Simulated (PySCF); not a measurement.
Frontier orbitals and the lowest excitations

C4H9ClSi.
Numbering: `[Cl:1][C@@H:2]1[CH2:3][CH2:4][SiH2:5][CH2:6]1` (hydrogens: H7 on C2; H8, H9 on C3; H10, H11 on C4; H12, H13 on Si5; H14, H15 on C6)

Geometry (PBE0-D3(BJ)/def2-SVP, Å), atoms numbered from 1 in this order:
```xyz
15
C4H9ClSi angstrom
Cl    -0.0323   -2.9629    3.2396
C     -0.0159   -2.7816    1.4357
C      1.4295   -2.8264    0.9472
C      2.1668   -1.5579    1.4057
Si     0.8155   -0.2180    1.4027
C     -0.6202   -1.4271    1.0743
H     -0.6040   -3.6310    1.0600
H      1.3915   -2.8641   -0.1563
H      1.9252   -3.7508    1.2816
H      3.0274   -1.3249    0.7621
H      2.5481   -1.6867    2.4303
H      0.7061    0.5317    2.6887
H      0.9620    0.7767    0.2945
H     -1.5510   -1.2307    1.6236
H     -0.8598   -1.4203   -0.0033
```

Computed, not measured: TDDFT CAM-B3LYP/def2-SVPD, vertical, gas phase, core orbitals frozen in the response in PySCF.

Frontier orbitals with the atoms that hold most of them (Löwdin shares over 4%, at most four atoms; ? is withheld):

```csv
orbital,ε (eV),atoms
HOMO-3,-10.50,"Si5 22%, C6 21%, Cl1 17%, H13 9%"
HOMO-2,-9.91,"Cl1 32%, C4 22%, Si5 14%, C6 8%"
HOMO-1,-9.79,?
HOMO,-9.71,"Cl1 37%, C6 17%, Si5 12%, C2 10%"
LUMO,?,?
LUMO+1,1.36,"Cl1 26%, Si5 17%, C2 8%, H12 7%"
LUMO+2,1.60,"Cl1 34%, Si5 14%, C2 10%, H13 6%"
```

(1) Which atoms hold the LUMO, and with what shares?

(2) Give the leading atoms of the HOMO-1.

(3) What is the LUMO energy, and the HOMO–LUMO gap?

Answers

(1) Si5 (bonded to 2 C and 2 H) 18%; Cl1 (bonded to C) 11%; C3 (bonded to 2 C and 2 H) 10%; H8 (bonded to C) 9%.

(2) Cl1 (bonded to C) 66%; C2 (bonded to 2 C, Cl and H) 10%; C3 (bonded to 2 C and 2 H) 8%. By element: chlorine 66%, carbon 18% or more.

(3) ε(LUMO) = 1.06 eV; the gap is 10.77 eV (0.3958 hartree).

Question: How does S1 compare with the orbital gap of 10.77 eV?

Answer: S1 is at 7.33 eV (f = 0.0006), 3.44 eV below the gap, made of HOMO→LUMO+2 (20%), HOMO→LUMO+1 (19%), HOMO-1→LUMO+2 (14%). Its leading pair isn't HOMO and LUMO; the energies of that pair differ by 11.31 eV. 

Question: Give energy, strength and leading configuration of S3 and S4, and follow the Löwdin shares of the leading atoms from the occupied to the empty orbital.

Answer: 
- S3 (7.89 eV, f 0.013), HOMO→LUMO (77%): Cl1 37% → 11%, C6 17% → at most 10%, Si5 12% → 18%
- S4 (8.05 eV, f 0.018), HOMO-1→LUMO (71%): Cl1 66% → 11%, C2 10% → at most 10%, Si5 at most 4% → 18%

Löwdin shares depend on the basis, the more so with diffuse functions.

The run took about 50 s of CPU time (one thread, shared machine).

One conformer stands for the species.
